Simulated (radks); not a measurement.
Task: Valence configurations of Ge I (all share [Ar]). Calculated with a radial shooting solver on a logarithmic mesh with Libxc functionals: scalar-relativistic Kohn-Sham, LDA (Slater exchange, Perdew-Wang correlation), spin-polarised, spherical densities, point nucleus; open shells are filled with parallel spins first. Order these by energy: 3d9 4s1 4p4; 3d8 4s1 4p5; 3d8 4p6; 3d9 4s2 4p3; 3d10 4p4; 3d9.5 4s2 4p2.5; 3d8 4s2 4p4; 3d10 4s2 4p2; 3d10 4s1 4p3.

Result: From the lowest, in eV above it: 3d10 4s2 4p2 0.000; 3d10 4s1 4p3 5.953; 3d9.5 4s2 4p2.5 13.312; 3d10 4p4 16.320; 3d9 4s2 4p3 28.478; 3d9 4s1 4p4 37.289; 3d8 4s2 4p4 66.685; 3d8 4s1 4p5 76.408; 3d8 4p6 87.617. NIST lists [Ar] 3d10 4s2 4p2 as the ground configuration; this level of theory agrees among the configurations tried. The energies are those of spherical high-spin densities, not of single terms.
